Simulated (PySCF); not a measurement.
C₂H₅BF₂O, SMILES COB(CF)F. Heavy atoms are numbered as in [CH3:1][O:2][B:3]([F:4])[CH2:5][F:6]. Hydrogens are named by the atom that carries them.

Geometry optimised at PBE0-D3(BJ)/def2-SVP. The structure was generated by enumeration, and PubChem lists no compound with its InChIKey, so it may never have been made. One conformer was computed; it need not be the lowest.

These are PBE0/pcSseg-1 run with PySCF values and carry that method's errors.

GIAO shieldings, no solvent; atoms alike by connectivity are averaged. δ = σ(ref) − σ: ¹³C against TMS (σ = 186.3 ppm); ¹⁷O against H2O (σ = 334.2 ppm); ¹¹B against BF3 (σ = 88.8 ppm); ¹⁹F against CFCl3 (σ = 167.2 ppm); ¹H against TMS (σ = 31.56 ppm), references at their B3LYP-D3(BJ)/def2-TZVP geometries, non-relativistic.

Task: Estimate the chemical shifts. (The exact figures need the calculation; the answer reports its results.)

Result: 
| nucleus | atoms | count | δ (ppm) |
|---|---|---|---|
| ¹³C | C5 (CH2) | 1 | 73.6 |
| ¹³C | C1 (CH3) | 1 | 53.1 |
| ¹⁷O | O2 | 1 | 104.5 |
| ¹¹B | B3 | 1 | 16.5 |
| ¹⁹F | F4 | 1 | -99.2 |
| ¹⁹F | F6 | 1 | -308.2 |
| ¹H | H on C5 | 2 | 4.60 |
| ¹H | H on C1 | 3 | 4.12 |
